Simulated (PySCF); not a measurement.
**Orbital picture of MgSe**

PBE0 at R = 2.282 Å; PySCF, no relativity, basis sets Mg pcseg-1, Se pcseg-1. State: ³Σ⁺ (triplet), unpaired electrons σ ↑↑, a second solution, started from another occupation. Only the outer orbitals are listed, counted within each symmetry.

```csv
spin,orbital,occ.,ε (eV),on Mg (%),main shells (%)
α,9σ,1,-53.26,100,100 Mg p
α,4π,1,-53.19,100,100 Mg p
α,4π,1,-53.19,100,100 Mg p
α,10σ,1,-18.17,2,96 Se s
α,11σ,1,-9.37,22,"75 Se p, 21 Mg s"
α,5π,1,-6.72,7,93 Se p
α,5π,1,-6.72,7,93 Se p
α,12σ,1,-5.64,89,"67 Mg s, 21 Mg p, 12 Se p"
α,6π,0,-0.07,91,91 Mg p
α,6π,0,-0.07,91,91 Mg p
α,13σ,0,1.60,102,"92 Mg s, 10 Mg p"
β,4π,1,-53.03,100,100 Mg p
β,4π,1,-53.03,100,100 Mg p
β,9σ,1,-53.00,100,100 Mg p
β,10σ,1,-16.96,2,97 Se s
β,5π,1,-6.36,5,95 Se p
β,5π,1,-6.36,5,95 Se p
β,11σ,0,-5.61,31,"65 Se p, 29 Mg s"
β,12σ,0,-2.25,83,"70 Mg s, 19 Se p, 13 Mg p"
β,6π,0,1.20,93,93 Mg p
```

Q: Which are the highest filled and the lowest empty level, where do they sit, and how wide is the gap?

A: Highest filled α 12σ at -5.64 eV (in %: 67 Mg s, 21 Mg p, 12 Se p); lowest empty β 11σ at -5.61 eV (in %: 65 Se p, 29 Mg s); the gap at PBE0 is 0.03 eV.

| Item | Value |
| --- | --- |
| bond order (Mayer) | 0.68 |
| ⟨S²⟩ | 2.005 |
| charge on Mg (Mulliken, basis-dependent) | 0.62 |
| charge on Mg (Löwdin, basis-dependent) | 0.45 |
| dipole moment (positive dipole means Mg(−)Se(+)) | -3.30 D |

Shares are Mulliken populations and can fall outside 0 to 100 %.

Spin–orbit coupling is left out.
